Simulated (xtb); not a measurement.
CH2I (SMILES [CH2]I), doublet, at a GFN2-xTB geometry; xtb with GFN1-xTB with GBSA(thf).

xtb was given this input:
```
$ xtb mol.xyz --gfn 1 --uhf 1 --gbsa thf --json

# file mol.xyz
4

C     -1.76238477    -0.01833772     0.07881161
I      0.28516808     0.00308136    -0.00770438
H     -2.28046389     0.90745591    -0.05339585
H     -2.25913562    -0.96074191    -0.01114158
```

Output, abridged:

```
   ID    Z sym.   atoms
    1    6 C      1
    2   53 I      2
    3    1 H      3, 4

           -------------------------------------------------
          |                Calculation Setup                |
           -------------------------------------------------

           -------------------------------------------------
          |                 G F N 1 - x T B                 |
           -------------------------------------------------

      * Solvation model:               GBSA
        Solvent                        thf
        Parameter file                 internal GFN1-xTB/GBSA
        Dielectric constant                1.0000E+01
        Reference state                gsolv [1 M gas/solution]
        Free energy shift                  2.8487E-03 Eh       1.7876E+00 kcal/mol
        Temperature                        2.9815E+02 K
        Density                            8.8300E-01 kg/L
        Solvent mass                       7.2106E+01 g/mol
        Interaction kernel             Still
        Born radius scaling (c1)           1.6158E+00
        Born radii integrator          GBOBC
        Born offset                        0.0000E+00 a0       0.0000E+00 AA
        H-bond correction              true
        Ion screening                  false
        Surface tension                    1.0000E-05 Eh       1.5569E+01 dyn/cm
        Grid points                               230 per atom

          ...................................................
          :                      SETUP                      :
          :.................................................:
          :  # basis functions                  18          :
          :  # atomic orbitals                  17          :
          :  # shells                            9          :
          :  # electrons                        13          :
          :  # halogen bonds                     0          :
          :  max. iterations                   250          :
          :  Hamiltonian                  GFN1-xTB          :
          :  restarted?                      false          :
          :  GBSA solvation                   true          :
          :  PC potential                    false          :
          :  electronic temp.          300.0000000     K    :
          :  accuracy                    1.0000000          :
          :  -> integral cutoff          0.2500000E+02      :
          :  -> integral neglect         0.1000000E-07      :
          :  -> SCF convergence          0.1000000E-05 Eh   :
          :  -> wf. convergence          0.2000000E-04 e    :
          :  Broyden damping             0.4000000          :
          :  net charge                          0          :
          :  unpaired electrons                  1          :
          ...................................................

 iter      E             dE          RMSdq      gap      omega  full diag
   1     -7.0727586 -0.707276E+01  0.838E+00    3.53       0.0  T
   2     -7.0954382 -0.226797E-01  0.383E+00    2.86       1.0  T
   3     -7.0986158 -0.317760E-02  0.294E+00    3.43       1.0  T
   4     -7.1071120 -0.849617E-02  0.236E-01    3.22       1.0  T
   5     -7.1071567 -0.447070E-04  0.148E-02    3.20       3.4  T
   6     -7.1071570 -0.320513E-06  0.528E-03    3.20       9.5  T
   7     -7.1071570 -0.180243E-07  0.256E-04    3.20     195.5  T
   8     -7.1071570 -0.537597E-10  0.394E-06    3.20   12703.4  T
   9     -7.1071570 -0.515143E-13  0.472E-07    3.20  100000.0  T

   *** convergence criteria satisfied after 9 iterations ***

         :::::::::::::::::::::::::::::::::::::::::::::::::::::
         ::                     SUMMARY                     ::
         :::::::::::::::::::::::::::::::::::::::::::::::::::::
         :: total energy              -7.055474204868 Eh    ::
         :: total w/o Gsasa/hb        -7.048861061519 Eh    ::
         :: gradient norm              0.011283077579 Eh/a0 ::
[...]
         ::.................................................::
         :: SCC energy                -7.107157040830 Eh    ::
         :: -> electrostatic           0.000235389656 Eh    ::
         :: -> Gsolv                  -0.006694069386 Eh    ::
         ::    -> Gelec               -0.000080926037 Eh    ::
         ::    -> Gsasa               -0.009281519606 Eh    ::
         ::    -> Ghb                 -0.000180332652 Eh    ::
         ::    -> Gshift               0.002848708909 Eh    ::
         :: repulsion energy           0.052487037977 Eh    ::
         :: dispersion energy         -0.000804202015 Eh    ::
         :: halogen bond corr.         0.000000000000 Eh    ::
         :: add. restraining           0.000000000000 Eh    ::
         :: total charge              -0.000000000000 e     ::
         :::::::::::::::::::::::::::::::::::::::::::::::::::::

           -------------------------------------------------
          |                Property Printout                |
           -------------------------------------------------

    * Orbital Energies and Occupations

         #    Occupation            Energy/Eh            Energy/eV
      -------------------------------------------------------------
         1        2.0000           -0.8907291             -24.2380
         2        2.0000           -0.6072561             -16.5243
         3        2.0000           -0.5300385             -14.4231
         4        2.0000           -0.4990834             -13.5808
         5        2.0000           -0.4502106             -12.2509
         6        2.0000           -0.4221673             -11.4878
         7        1.0000           -0.3452173              -9.3938 (HOMO)
         8                         -0.2274611              -6.1895 (LUMO)
         9                         -0.0949606              -2.5840
        10                         -0.0829409              -2.2569
        11                         -0.0808782              -2.2008
        12                         -0.0797502              -2.1701
        13                         -0.0310859              -0.8459
        14                         -0.0294202              -0.8006
        15                          0.3145880               8.5604
        16                          0.3357310               9.1357
        17                          0.4170294              11.3479
      -------------------------------------------------------------
                  HL-Gap            0.1177562 Eh            3.2043 eV
             Fermi-level           -0.3350158 Eh           -9.1162 eV

  Mulliken/CM5 charges         n(s)   n(p)   n(d)
     1C    -0.09999 -0.22686   1.061  3.039  0.000
     2I     0.02747  0.04951   1.989  4.926  0.058
     3H     0.03626  0.08868   0.964  0.000  0.000
     4H     0.03626  0.08868   0.964  0.000  0.000

Wiberg/Mayer (AO) data.
largest (>0.10) Wiberg bond orders for each atom

 ---------------------------------------------------------------------------
     #   Z sym  total        # sym  WBO       # sym  WBO       # sym  WBO
 ---------------------------------------------------------------------------
     1   6 C    3.400 --     2 I    1.405     3 H    0.997     4 H    0.997
     2  53 I    1.422 --     1 C    1.405
     3   1 H    1.010 --     1 C    0.997
     4   1 H    1.010 --     1 C    0.997
 ---------------------------------------------------------------------------

Topologies differ in total number of bonds
Writing topology from bond orders to xtbtopo.mol

 dipole moment from electron density (au)
     X       Y       Z
   0.1310  -0.0009  -0.1060  total (Debye):    0.428

           -------------------------------------------------
          | TOTAL ENERGY               -7.055474204868 Eh   |
          | GRADIENT NORM               0.011283077579 Eh/α |
          | HOMO-LUMO GAP               3.204309838636 eV   |
           -------------------------------------------------

normal termination of xtb
```
